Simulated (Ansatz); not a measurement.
Reaction (formal exchange of groups at a Ge–C bond): `C[NH][GeH2][CH3]` + `CC(C)S[SiH3]` → `C[NH][GeH2][SiH3]` + `CSC(C)C`

Program: Ansatz. Geometries: PBE0-D4/def2-TZVP. ΔE: electronic, gas phase. CCSD(T)/CBS adds triple-zeta CCSD(T) − MP2 to the extrapolated MP2 energy (def2 sets, frozen cores). Functionals use def2-TZVPP. For Ge outer-core shells are correlated without core-valence functions, which leaves a few kJ/mol of doubt a bond. Scalar relativity is left out up to krypton. Each species was taken in one conformer, which may not be the lowest.

```
  level  ΔE (kJ/mol)
ωB97M-V         81.9
 B2PLYP         81.6
```

(1) What does CCSD(T)/CBS give? (Estimate.)

Largest T1 diagnostic among the species: 0.012.

Results:

(1) The calculation gave: +82.7 kJ/mol. The listed levels differ from it by -0.8, -1.1 kJ/mol.

From PBE to PBE0 (25 % exact exchange), in def2-TZVPP and without D4, ΔE moves by +5.3 kJ/mol.
